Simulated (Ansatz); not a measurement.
C9H20ClN⁻, that is N-butyl-N-methylpyrrolidinium chloride with one electron more. Total charge -1; doublet. Geometry r2SCAN-D4/def2-SVP; atoms count from 1.

```xyz
31

C     2.4038   -3.2635    1.2217
C     2.2350   -1.7762    0.9371
C     0.8568   -1.4233    0.3733
C     0.7934    0.0681    0.1079
N    -0.5474    0.5917   -0.3612
C    -0.9321   -0.0666   -1.6402
C    -0.4171    2.0878   -0.5637
C    -1.8316    2.6370   -0.5251
C    -2.5627    1.7068    0.4607
C    -1.6594    0.5128    0.6856
H     1.6632   -3.6136    1.9616
H     3.4065   -3.4958    1.6178
H     2.2609   -3.8625    0.3062
H     2.3965   -1.1969    1.8661
H     3.0038   -1.4362    0.2205
H     0.0762   -1.7283    1.0987
H     0.6930   -2.0051   -0.5502
H     1.5076    0.3729   -0.6851
H     0.9651    0.6225    1.0630
H    -0.0977    0.1008   -2.3565
H    -1.8790    0.3886   -1.9735
H    -1.1076   -1.1346   -1.4408
H     0.1010    2.4360    0.3638
H     0.2111    2.2452   -1.4591
H    -2.3072    2.6661   -1.5193
H    -1.7916    3.6829   -0.1055
H    -2.6281    2.2762    1.4529
H    -3.5673    1.4208    0.1057
H    -2.1387   -0.4779    0.6151
H    -1.0865    0.6528    1.6674
Cl    1.9799    1.0116   -2.9448
```

The highest occupied level of the relaxed charge -1 doublet lies above zero (up to 2.88 eV). By energy differences it is unbound by 1.73 eV (each at its own geometry, against the charge 0 singlet, at PBE0-D4/def2-SVP) and held by the finite basis.

Question: Estimate the Mulliken populations of the heavy atoms from the PBE0/def2-SVP orbitals of Ansatz.

Answer: 
```
atom  charge (e)  spin (α − β)
  C1       -0.05          0.00
  C2       -0.12          0.01
  C3       -0.05         -0.01
  C4        0.09          0.02
  N5       -0.42         -0.01
  C6        0.11         -0.03
  C7        0.11         -0.03
  C8        0.01         -0.04
  C9        0.03         -0.05
 C10        0.19         -0.01
Cl31       -0.69          0.00
```
Mulliken values depend strongly on the basis.

Question: Where does the spin sit?

Answer: Summed by element: C -0.14, N -0.01, H 1.15, Cl 0.00, of 1 unpaired in all. Largest on single atoms: H30 0.28, H27 0.24, H23 0.14.

Question: And the Mayer bond orders between heavy atoms (over 0.3)?

Answer: C1–C2 1.09 (1.52 Å); C2–C3 1.08 (1.53 Å); C3–C4 1.07 (1.52 Å); C4–N5 0.86 (1.51 Å); N5–C6 0.90 (1.49 Å); N5–C7 0.87 (1.52 Å); N5–C10 0.85 (1.53 Å); C7–C8 1.09 (1.52 Å); C8–C9 1.09 (1.54 Å); C9–C10 1.13 (1.51 Å).
